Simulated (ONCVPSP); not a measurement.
## Varying the ONCV potential for zirconium

Base potential:

Zr (Z = 40), optimised norm-conserving Vanderbilt (ONCV), made with ONCVPSP 4.0.1 (LDA (Perdew-Wang 92), scalar-relativistic). Core [Ar] 3d10, reference 4s2 4p6 4d2 5s1.75 5p0.25. Waves: 4s+5s: rc 2.00 bohr, ncon 4, nbas 7, qcut 7.1 1/bohr, 2 projectors; 4p+5p: rc 2.45 bohr, ncon 4, nbas 8, qcut 6.5 1/bohr, 2 projectors; 4d: rc 1.80 bohr, ncon 3, nbas 7, qcut 6.3 1/bohr, 2 projectors, debl 0.6 Ha. Local part: polynomial inside 1.30 bohr (lpopt 5, dvloc0 1 Ha). Core correction: Teter function, fcfact 2.75, rcfact 1.75.

Cutoffs, loose and tight: the cutoffs (Ha) at which the residual kinetic energy of the hardest occupied pseudo-wave falls to 1 and 0.1 mHa per electron. They do not see the model core or the augmentation charge, which bear on the density cutoff. Test errors are all-electron minus pseudo excitation energies from the reference, over the configurations 4s2 4p6 4d2 5s2 5p0; 4s2 4p6 4d2 5s1 5p0; 4s2 4p6 4d2 5s0 5p0; 4s1 4p6 4d2 5s2 5p0. A dash means not determined; rows that change the core or the reference have their own tests.

```csv
change,outcome,"cutoff, loose","cutoff, tight",bound ghosts,GHOST(+) flags above zero,largest test error (meV)
base,generated,15 Ha,18 Ha,none,s,-139
"all radii but the core radius scaled by about 0.78 (s 1.56, p 1.92, d 1.42 bohr); local potential polynomial inside 1.02 bohr (lpopt 5, dvloc0 1 Ha)",generated,20 Ha,23 Ha,none,s,-31
"all radii but the core radius scaled by about 0.86 (s 1.72, p 2.10, d 1.54 bohr); local potential polynomial inside 1.12 bohr (lpopt 5, dvloc0 1 Ha)",generated,18 Ha,21 Ha,none,s,-55
"all radii but the core radius scaled by about 0.96 (s 1.92, p 2.34, d 1.72 bohr); local potential polynomial inside 1.24 bohr (lpopt 5, dvloc0 1 Ha)",generated,16 Ha,19 Ha,none,s,-110
"all radii but the core radius scaled by about 1.07 (s 2.14, p 2.62, d 1.92 bohr); local potential polynomial inside 1.40 bohr (lpopt 5, dvloc0 1 Ha)",generated,14 Ha,17 Ha,none,none,-184
"all radii but the core radius scaled by about 1.13 (s 2.26, p 2.76, d 2.02 bohr); local potential polynomial inside 1.46 bohr (lpopt 5, dvloc0 1 Ha)",generated,14 Ha,17 Ha,none,none,-213
"all radii but the core radius scaled by about 1.20 (s 2.40, p 2.94, d 2.16 bohr); local potential polynomial inside 1.56 bohr (lpopt 5, dvloc0 1 Ha)",generated,13 Ha,16 Ha,none,none,-262
"all radii but the core radius scaled by about 1.30 (s 2.60, p 3.18, d 2.34 bohr); local potential polynomial inside 1.68 bohr (lpopt 5, dvloc0 1 Ha)",generated,13 Ha,15 Ha,none,none,-381
```

Reading the sweep of the scale of all radii but the core radius (base = 1) (base included, trends over the rows without a ghost): The loose cutoff falls from 20 Ha at 0.78 to 13 Ha at 1.3. A larger radius leaves more room for a smooth pseudo-wave, so fewer plane waves are needed; a smaller one forces it to follow the all-electron wave where it bends sharply. The median size of the test errors (rows with all tests solved) rises from 2.5 meV at 0.78 to 5.4 meV at 1.3. More of the atom is replaced by a form fitted at one configuration, so other configurations suffer as the radius grows.
